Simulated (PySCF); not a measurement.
Excitation energy of Mo⁺ by level of theory

Mo⁺ [Kr] 4d5 (6S) → Mo⁺ [Kr] 4d4 5p1 (high-spin determinant), as a difference of total energies. Calculation: PySCF 2.14, in aug-cc-pwCVDZ-PP with ECP28MDF (6s6p5d3f, 70 functions); scalar relativity through the core potential. Correlated levels: valence: 4s2 4p6 frozen; valence and next inner shell: nothing frozen outside the core potential. The calculations carry no spin-orbit coupling.

| method | excitation energy (cm⁻¹) |
| --- | --- |
| UHF | 44637 |
| LDA | 46727 |
| PBE | 46100 |
| PBE0 | 46915 |
| r2SCAN | 46531 |
| PBEsol | 46544 |
| CAM-B3LYP | 46444 |
| BP86 | 45811 |
| TPSSh | 45890 |
| MP2 (valence) | 47462 |
| SCS-MP2 (valence) | 45579 |
| MP2 (valence and next inner shell) | 47721 |
| SCS-MP2 (valence and next inner shell) | 46218 |

The determinant of the upper state mixes LS terms, which raises its energy above the lowest term, most at the Hartree-Fock and MP2 levels.
